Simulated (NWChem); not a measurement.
[F][Be][Cl] (BeClF), optimised at B3LYP/6-31G* with NWChem:

- highest occupied level (eV): -9.28
- orbital gap (eV): 9.23
- dipole (D): 0.24
- highest harmonic frequency (cm⁻¹): 1447
- zero-point energy (kcal/mol): 3.6

Pople sets run with spherical d functions.

Question: One Be atom is replaced by Zn, giving [F][Zn][Cl] (ZnClF), optimised at the same level. How do these values move?

Answer: 
```
quantity                           new value  change
---------------------------------  ---------  ------
highest occupied level (eV)            -8.84   +0.44
orbital gap (eV)                        6.99   -2.24
dipole (D)                              0.17   -0.07
highest harmonic frequency (cm⁻¹)        747    -700
zero-point energy (kcal/mol)             1.8    -1.8
```
